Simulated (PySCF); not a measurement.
**BaH2, singlet: data card**

Level of theory: PBE0/[Ba x2c-TZVPall, H x2c-TZVPall], spin-free X2C, density fitting, no spin–orbit coupling, PySCF.

The structure is a minimum.

Coordinates in bohr (charge 0 multiplicity 1):
```
Ba    0.0000    0.0000   -0.0329
H     3.5956    0.0000    2.2525
H    -3.5956    0.0000    2.2525
```

* Point group: C2v
* Bond lengths: Ba–H 2.255 Å (×2)
* Bond angles: H–Ba–H 115.1°
* Principal polarisabilities: 40.3, 56.6, 87.1 bohr³
* Rotational constants: 5.802, 2.31, 1.652 cm⁻¹
* Rotational symmetry number: 2
* Lowest empty level: -1.43 eV
* Highest occupied level: -5.22 eV
* Enthalpy at 298.15 K above 0 K: 10.87 kJ/mol
* Principal quadrupole moments (Buckingham, traceless) about the centre of mass: -19.94, 2.75, 17.19 D Å
* Zero-point energy: 16.0 kJ/mol
* Entropy at 298.15 K and 1 bar: 240.2 J/(mol K)
* Dipole moment: 6.91 D
* Heat capacity Cp at 298.15 K: 41.5 J/(mol K)

Harmonic modes (masses in u: Ba 137.905, H 1.008):
| symmetry | ω (cm⁻¹) | IR (km/mol) | μ (u) | type |
| --- | --- | --- | --- | --- |
| a1 | 389 | 190 | 1.02 | bend |
| b2 | 1116 | 1309 | 1.02 | stretch |
| a1 | 1177 | 383 | 1.01 | stretch |

In C2v the vibrations span 2a1 + b2. Here b1 is antisymmetric to the molecular plane and b2 lies in it.

Charges (e):
| atom | Mulliken | Löwdin | polar tensor | Mayer order to Ba1 |
| --- | --- | --- | --- | --- |
| Ba1 | 0.71 | 0.53 | 1.31 | – |
| H2,3 | -0.35 | -0.26 | -0.66 | 0.86 |

Mulliken populations on Ba1: s 10.42, p 24.15, d 20.71, f 0.02.

Outer orbital energies (eV). occupied: -19.24, -19.08, -18.89, -5.63, -5.22; empty: -1.43, -0.53, -0.49, -0.36.

Counting electrons, barium keeps none of its valence electrons outside its bonds, so the VSEPR class is AX2 and the expected shape is linear (D∞h). The calculation gives C2v instead. Heavy alkaline-earth centres are the known exception: their polarisable core and low (n−1)d orbitals favour bending; the Mulliken d population here is 0.71.

Only a few start shapes were tried, so a lower isomer may exist.

The final relaxation and frequency run took roughly 40 core-seconds on a shared host.
